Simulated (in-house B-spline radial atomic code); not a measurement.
A fraction x of an electron is moved 3d → 4f in the niobium ion Nb³⁺, starting from [Kr] 4d2 and keeping the highest spin. Computed with a radial B-spline atomic code at the basis-set limit: non-relativistic PBE, spin-polarised, spherical fractional occupations, point nucleus.

```tsv
x	E(x) - E(0) (eV)	3d down level (eV)	4f up level (eV)
0	0.0000	-230.856	-
0.125	27.7352	-234.284	-10.888
0.25	55.8551	-237.697	-11.172
0.375	?	?	?
0.5	?	?	?
0.625	142.5547	-247.838	-11.986
0.75	172.2287	-251.181	-12.250
0.875	202.2869	-254.503	-12.507
1	232.7273	-257.804	-12.757
```

Problem. What belongs in the row x = 0.375?

Solution. An energy change of 84.3660 eV; 3d down at -241.094 eV, 4f up at -11.446 eV.

Problem. What belongs in the row x = 0.5?

Solution. An energy change of 113.2665 eV; 3d down at -244.475 eV, 4f up at -11.718 eV.

Problem. Check Janak's theorem between x = 0.125 and 0.25.

Solution. The slope of the energy is 224.96 eV; the orbital levels give 224.96 eV (ε of the receiving orbital less ε of the emptying one, averaged over the two points).
